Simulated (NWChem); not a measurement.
System: C₂H₃F₂NSi; SMILES [C@@H]1(F)[Si@H](C=N1)F

NWChem printed, in part:

```
             Northwest Computational Chemistry Package (NWChem) 7.3.0
             --------------------------------------------------------

 C1  symmetry detected

                             Geometry "geometry" -> ""
                             -------------------------

 Output coordinates in angstroms (scale by  1.889725989 to convert to a.u.)

  No.       Tag          Charge          X              Y              Z
 ---- ---------------- ---------- -------------- -------------- --------------
    1 F                    9.0000    -1.10172593    -1.88406389    -0.15785325
    2 C                    6.0000    -0.33568740    -0.92857299     0.46915402
    3 N                    7.0000     1.11723874    -1.15196507     0.24316942
    4 C                    6.0000     1.56381812     0.01063966    -0.11491684
    5 Si                  14.0000    -0.12234237     0.78689605    -0.36735822
    6 F                    9.0000    -0.56468052     2.16024475     0.35862643
    7 H                    1.0000    -0.54052485    -0.97476711     1.54408486
    8 H                    1.0000     2.63150445     0.17925267    -0.25440919
    9 H                    1.0000    -0.56998390     0.86469752    -1.78122816

 Effective nuclear repulsion energy (a.u.)     290.7430005202

  pbe96 is a nonlocal functional; adding pw91lda local functional.

                                 NWChem DFT Module
                                 -----------------

 Summary of "ao basis" -> "ao basis" (spherical)
 ------------------------------------------------------------------------------
       Tag                 Description            Shells   Functions and Types
 ---------------- ------------------------------  ------  ---------------------
 F                         def2-tzvp                11       31   5s3p2d1f
 C                         def2-tzvp                11       31   5s3p2d1f
 N                         def2-tzvp                11       31   5s3p2d1f
 Si                        def2-tzvp                13       37   5s5p2d1f
 H                         def2-tzvp                 4        6   3s1p

            General Information
            -------------------
          SCF calculation type: DFT
          Wavefunction type:  closed shell.
          No. of atoms     :     9
          No. of electrons :    54
           Alpha electrons :    27
            Beta electrons :    27
          Charge           :     0
          Spin multiplicity:     1
          Use of symmetry is: off; symmetry adaption is: off
          Maximum number of iterations: 150
          AO basis - number of functions:   210
                     number of shells:    80
          Convergence on energy requested:  1.00D-06
          Convergence on density requested:  1.00D-05
          Convergence on gradient requested:  5.00D-04

              XC Information
              --------------
          PerdewBurkeErnzerhof Exchange Functional  1.000
            Perdew 1991 LDA Correlation Functional  1.000 local
           PerdewBurkeErnz. Correlation Functional  1.000 non-local

             Grid Information
             ----------------
          Grid used for XC integration:  medium
          Radial quadrature: Mura-Knowles
          Angular quadrature: Lebedev.
          Tag              B.-S. Rad. Rad. Pts. Rad. Cut. Ang. Pts.
          ---              ---------- --------- --------- ---------
          F                   0.50       49          11.0       434
          C                   0.70       49          10.0       434
          N                   0.65       49          10.0       434
          Si                  1.10       88          10.0       590
          H                   0.35       45          11.0       434
          Grid pruning is: on
          Number of quadrature shells:   468
          Spatial weights used:  Erf1

      Superposition of Atomic Density Guess
      -------------------------------------

 Sum of atomic energies:        -618.82520305

      Non-variational initial energy
      ------------------------------

 Total energy =    -621.158685
 1-e energy   =   -1433.816413
 2-e energy   =     521.914728
 HOMO         =      -0.278928
 LUMO         =      -0.054547

------------------------------------------------------------
EAF file 0: "./job.aoints.0" size=953155584 bytes
------------------------------------------------------------
               write      read    awrite     aread      wait
               -----      ----    ------     -----      ----
     calls:     1818         0         0         0         0
   data(b): 9.53e+08  0.00e+00  0.00e+00  0.00e+00
   time(s): 0.00e+00  0.00e+00  0.00e+00  0.00e+00  0.00e+00
rate(mb/s): 0.00e+00  0.00e+00
------------------------------------------------------------

     ---------------------------------------------
      Total Density - Mulliken Population Analysis
     ---------------------------------------------

    Atom       Charge   Shell Charges
 -----------   ------   -------------------------------------------------------
    1 F    9     9.39   0.77  1.20  0.61  1.01  0.31  2.33  2.31  0.83  0.00  0.01  0.00
    2 C    6     5.79   0.86  1.12  0.53  0.68  0.13  0.97  1.12  0.23  0.03  0.11  0.01
    3 N    7     7.41   0.82  1.15  0.60  0.89  0.21  1.44  1.67  0.58  0.01  0.05  0.00
    4 C    6     6.03   0.86  1.12  0.57  0.68  0.15  1.08  1.17  0.33  0.02  0.05  0.01
    5 Si  14    13.07   2.00  0.59  1.39  0.85  0.42  4.10  1.73  0.48  0.93  0.23  0.15  0.12  0.06
    6 F    9     9.52   0.77  1.20  0.61  1.01  0.31  2.37  2.36  0.88  0.00  0.01  0.00
    7 H    1     0.89   0.25  0.47  0.15  0.02
    8 H    1     0.85   0.24  0.46  0.13  0.02
    9 H    1     1.05   0.22  0.53  0.28  0.01

   convergence    iter        energy       DeltaE   RMS-Dens  Diis-err
 ---------------- ----- ----------------- --------- --------- ---------
 d= 0,ls=0.0,diis     1   -621.4603880429 -9.12D+02  7.86D-03  1.87D+00
 d= 0,ls=0.0,diis     2   -621.0883118379  3.72D-01  5.43D-03  5.79D+00
 d= 0,ls=0.0,diis     3   -621.5839477398 -4.96D-01  1.52D-03  2.68D-01
 d= 0,ls=0.0,diis     4   -621.5902680991 -6.32D-03  9.49D-04  1.42D-01
 d= 0,ls=0.0,diis     5   -621.6045340695 -1.43D-02  3.45D-04  1.72D-02
  Resetting Diis
 d= 0,ls=0.0,diis     6   -621.6063797461 -1.85D-03  9.96D-05  1.48D-03
 d= 0,ls=0.0,diis     7   -621.6065211159 -1.41D-04  6.25D-05  9.13D-05
 d= 0,ls=0.0,diis     8   -621.6065004393  2.07D-05  3.88D-05  3.18D-04
 d= 0,ls=0.0,diis     9   -621.6065297396 -2.93D-05  7.97D-06  4.07D-06
 d= 0,ls=0.0,diis    10   -621.6065301048 -3.65D-07  1.28D-06  2.30D-07

         Total DFT energy =     -621.606530104850
      One electron energy =    -1437.028806058148
           Coulomb energy =      584.923210162945
    Exchange-Corr. energy =      -60.243934729804
 Nuclear repulsion energy =      290.743000520158

 Numeric. integr. density =       53.999999274289

                       DFT Final Molecular Orbital Analysis
                       ------------------------------------

 Vector   25  Occ=2.000000D+00  E=-3.211737D-01
              MO Center=  6.7D-01, -5.8D-01,  1.1D-01, r^2= 2.8D+00
   Bfn.  Coefficient  Atom+Function         Bfn.  Coefficient  Atom+Function
  ----- ------------  ---------------      ----- ------------  ---------------
    70      0.278784  3 N  pz                73      0.233029  3 N  pz
   101      0.206539  4 C  pz               104      0.179887  4 C  pz
     7      0.134766  1 F  py                76      0.132352  3 N  pz
   100      0.114642  4 C  py               194     -0.111721  7 H  s
    10      0.107072  1 F  py               103      0.102510  4 C  py

 Vector   26  Occ=2.000000D+00  E=-2.727884D-01
              MO Center= -2.2D-02, -5.7D-01,  5.2D-02, r^2= 3.1D+00
   Bfn.  Coefficient  Atom+Function         Bfn.  Coefficient  Atom+Function
  ----- ------------  ---------------      ----- ------------  ---------------
     8      0.210854  1 F  pz               139     -0.194063  5 Si px
     7     -0.189174  1 F  py                11      0.166787  1 F  pz
    39     -0.161948  2 C  pz                38      0.157146  2 C  py
    99      0.156823  4 C  px                10     -0.151031  1 F  py
   194     -0.138159  7 H  s                 41      0.131277  2 C  py

 Vector   27  Occ=2.000000D+00  E=-2.305214D-01
              MO Center=  7.0D-01, -6.3D-01,  8.1D-02, r^2= 3.0D+00
   Bfn.  Coefficient  Atom+Function         Bfn.  Coefficient  Atom+Function
  ----- ------------  ---------------      ----- ------------  ---------------
    69      0.267682  3 N  py                72      0.215814  3 N  py
   128     -0.214764  5 Si s                 75      0.206152  3 N  py
    68     -0.188187  3 N  px                71     -0.157186  3 N  px
    66     -0.153694  3 N  s                 98     -0.146422  4 C  s
    74     -0.137813  3 N  px               100     -0.133058  4 C  py

 Vector   28  Occ=0.000000D+00  E=-1.016809D-01
              MO Center=  1.1D+00, -3.0D-01,  4.3D-03, r^2= 2.5D+00
   Bfn.  Coefficient  Atom+Function         Bfn.  Coefficient  Atom+Function
  ----- ------------  ---------------      ----- ------------  ---------------
    76      0.321378  3 N  pz                70      0.316549  3 N  pz
   107     -0.313675  4 C  pz               101     -0.276595  4 C  pz
   104     -0.277510  4 C  pz                73      0.271824  3 N  pz
   129      0.232090  5 Si s                 98     -0.223816  4 C  s
   195     -0.196395  7 H  s                207     -0.192115  9 H  s

 Vector   29  Occ=0.000000D+00  E=-2.978739D-02
              MO Center=  1.0D-01,  7.1D-01, -4.4D-01, r^2= 4.5D+00
   Bfn.  Coefficient  Atom+Function         Bfn.  Coefficient  Atom+Function
  ----- ------------  ---------------      ----- ------------  ---------------
    36      1.188831  2 C  s                143      0.994552  5 Si py
   129     -0.658114  5 Si s                 44      0.546310  2 C  py
   140      0.332501  5 Si py               142      0.316218  5 Si px
   201      0.286066  8 H  s                195     -0.270586  7 H  s
    98     -0.216490  4 C  s                 97     -0.169920  4 C  s

 Vector   30  Occ=0.000000D+00  E=-1.524880D-02
              MO Center= -6.5D-01,  6.4D-01, -3.1D-01, r^2= 3.9D+00
   Bfn.  Coefficient  Atom+Function         Bfn.  Coefficient  Atom+Function
  ----- ------------  ---------------      ----- ------------  ---------------
   142      0.999447  5 Si px                98     -0.889873  4 C  s
   143     -0.433268  5 Si py               139      0.355166  5 Si px
   129      0.315122  5 Si s                107      0.297700  4 C  pz
   144     -0.255175  5 Si pz               105      0.252923  4 C  px
   106     -0.217922  4 C  py                67     -0.202378  3 N  s

------------------------------------------------------------
EAF file 0: "./job.aoints.0" size=1350041600 bytes
------------------------------------------------------------
               write      read    awrite     aread      wait
               -----      ----    ------     -----      ----
     calls:     2575         9         0     23166     23166
   data(b): 1.35e+09  4.72e+06  0.00e+00  1.21e+10
   time(s): 0.00e+00  0.00e+00  0.00e+00  0.00e+00  0.00e+00
rate(mb/s): 0.00e+00  0.00e+00
------------------------------------------------------------

     ---------------------------------------------
      Total Density - Mulliken Population Analysis
     ---------------------------------------------

    Atom       Charge   Shell Charges
 -----------   ------   -------------------------------------------------------
    1 F    9     9.18   0.77  1.20  0.62  0.97  0.35  2.28  2.08  0.89  0.00  0.01  0.00
    2 C    6     5.97   0.85  1.12  0.53  0.65  0.10  1.24  1.12  0.19  0.03  0.13  0.01
    3 N    7     7.08   0.82  1.15  0.60  0.86  0.20  1.46  1.43  0.49  0.01  0.05  0.00
    4 C    6     6.17   0.86  1.11  0.55  0.66  0.15  1.27  1.17  0.32  0.02  0.06  0.01
    5 Si  14    13.53   2.01  0.57  1.39  0.92  0.35  4.13  1.67  0.61  1.15  0.21  0.23  0.22  0.08
    6 F    9     9.28   0.77  1.20  0.62  0.97  0.35  2.28  2.11  0.97  0.00  0.01  0.00
    7 H    1     0.90   0.28  0.48  0.12  0.02
    8 H    1     0.87   0.27  0.48  0.10  0.02
    9 H    1     1.02   0.25  0.52  0.24  0.01

     -------------------------------------------
      Total Density - Lowdin Population Analysis
     -------------------------------------------

    Atom       Charge   Shell Charges
 -----------   ------   -------------------------------------------------------
    1 F    9     8.87   0.86  1.10  0.60  0.69  0.37  2.13  2.10  0.99  0.00  0.03  0.00
    2 C    6     6.45   0.91  1.04  0.39  0.33  0.20  1.08  1.24  0.53  0.04  0.60  0.10
    3 N    7     6.86   0.89  1.07  0.47  0.46  0.26  1.30  1.48  0.72  0.01  0.20  0.02
    4 C    6     6.28   0.91  1.04  0.39  0.36  0.21  1.10  1.26  0.58  0.03  0.35  0.05
    5 Si  14    13.78   2.00  0.83  1.09  0.49  0.29  3.84  1.87  0.69  1.01  0.46  0.25  0.67  0.29
    6 F    9     8.98   0.86  1.10  0.60  0.71  0.39  2.14  2.12  1.05  0.00  0.01  0.00
    7 H    1     0.87   0.26  0.39  0.16  0.06
    8 H    1     0.88   0.25  0.40  0.17  0.06
    9 H    1     1.02   0.24  0.47  0.29  0.02

     Multipole analysis of the density
     ---------------------------------

     L   x y z        total         alpha         beta         nuclear
     -   - - -        -----         -----         ----         -------
     0   0 0 0      0.000000    -27.000000    -27.000000     54.000000

     1   1 0 0      0.296533      0.148266      0.148266     -0.000000
     1   0 1 0      0.575808      0.287904      0.287904     -0.000000
     1   0 0 1     -0.031256     -0.015628     -0.015628      0.000000

     2   2 0 0    -28.955832    -95.955720    -95.955720    162.955607
     2   1 1 0      1.661012      1.148770      1.148770     -0.636528
     2   1 0 1     -0.941348     -0.044930     -0.044930     -0.851488
     2   0 2 0    -35.742218   -194.298466   -194.298466    352.854714
     2   0 1 1     -1.531061      2.932106      2.932106     -7.395273
     2   0 0 2    -28.740324    -33.487118    -33.487118     38.233913
```

Level: PBE/def2-TZVP. The geometry was optimised at B3LYP/6-31G* (spherical d).

Question: Which NWChem input produces such a log?

Answer: Several could match; the one computed here: the input that was run:
```
start job
memory heap 200 mb stack 900 mb global 1100 mb
geometry units angstroms noautoz
  F     -1.160242    -1.849059    -0.142188
  C     -0.358269    -0.914581     0.471413
  N      1.082166    -1.154668     0.189504
  C      1.532480     0.007155    -0.166436
  Si    -0.150170     0.810924    -0.345551
  F     -0.546002     2.178519     0.417210
  H     -0.524929    -0.975133     1.552212
  H      2.596799     0.162998    -0.341880
  H     -0.647237     0.917660    -1.740899
end
basis spherical
  * library def2-tzvp
end
dft
  xc xpbe96 cpbe96
  iterations 150
  semidirect filesize 400000000
  mulliken
end
task dft energy
```
